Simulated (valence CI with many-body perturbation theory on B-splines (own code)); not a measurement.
**N in brief**

Computed by configuration interaction combined with many-body perturbation theory (CI+MBPT): five valence electrons over a frozen Dirac-Fock core [He], radial functions for each j: 9 s, 9 p, 8 d, 6 f, 3 g, 1 h, with the one-electron correlation potential Σ1 (screened to all orders), the two-electron term Σ2, the three-electron term Σ3, Breit, model QED; selected single and double excitations, second order for the rest, scaled by the run's own slope (own B-spline code, finite nucleus).

Against 40 measured levels this calculation errs by 83 cm⁻¹ on average and by 191 at most. These come from a selection out of the NIST Handbook of Basic Atomic Spectroscopic Data. Levels without a partner in it may be off by more. Among the levels kept, up to 2300 cm⁻¹ of a level comes from second order outside the variational space, and about a tenth of that is noise between levels of different J, which matters for small intervals.

Rates and lifetimes use the calculated energies. Strong lines usually hold to 10 to 20 %, long lifetimes can be off by a factor of two.

Question: What is the ground level?

Answer: 2s2 2p3 4S°_3/2, composition 96 % 2s2 2p3 4S°, g = 2.002.

Question: How well does LS coupling describe the low levels?

Answer: Among the lowest 20 levels the leading LS term, summed over configurations, holds 100 % on average. For single configurations the figures are 88 % in LS and 53 % in jj coupling. Terms hardly mix: every one of these levels is at least 95 % one term.

Question: Among levels below 13.563 eV, which E1 lines absorb most strongly from the ground level?

Answer: to 2s2 2p2 3s 4P_5/2 at 120.1 nm, f = 0.135; to 2s2 2p2 3s 4P_3/2 at 120.1 nm, f = 0.0890; to 2s 2p4 4P_5/2 at 113.3 nm, f = 0.0456.

Question: What are the static dipole polarisabilities of the lowest levels?

Answer: 2s2 2p3 4S°_3/2 7.19; 2s2 2p3 2D°_5/2 7.72 (tensor -0.17); 2s2 2p3 2D°_3/2 7.65 (tensor -0.13); 2s2 2p3 2P°_3/2 8.18 (tensor 0.17) bohr³, of which the core gives 0.00463. The recommended value for the atom is 7.4 ± 0.2 bohr³ (Schwerdtfeger and Nagle, table of static dipole polarizabilities (2023 update)).

Question: What is the ionisation energy?

Answer: 14.515 eV; NIST lists 14.5341 eV (measured).

Question: Where does the other parity begin?

Answer: At 2s2 2p2 3s 4P_1/2, 10.314 eV.

Question: Name the longest-lived excited levels whose lifetime is computed, and their main decay.

Answer: 2s2 2p3 2D°_3/2 at 2.403 eV lives 79100 s, mostly by M1 to 2s2 2p3 4S°_3/2; 2s2 2p3 2P°_1/2 at 3.599 eV lives 11.0 s, mostly by E2 to 2s2 2p3 2D°_3/2; 2s2 2p3 2P°_3/2 at 3.599 eV lives 10.4 s, mostly by E2 to 2s2 2p3 2D°_5/2. The lifetime of 2s2 2p3 2D°_5/2 is too uncertain to give, and may be longer.
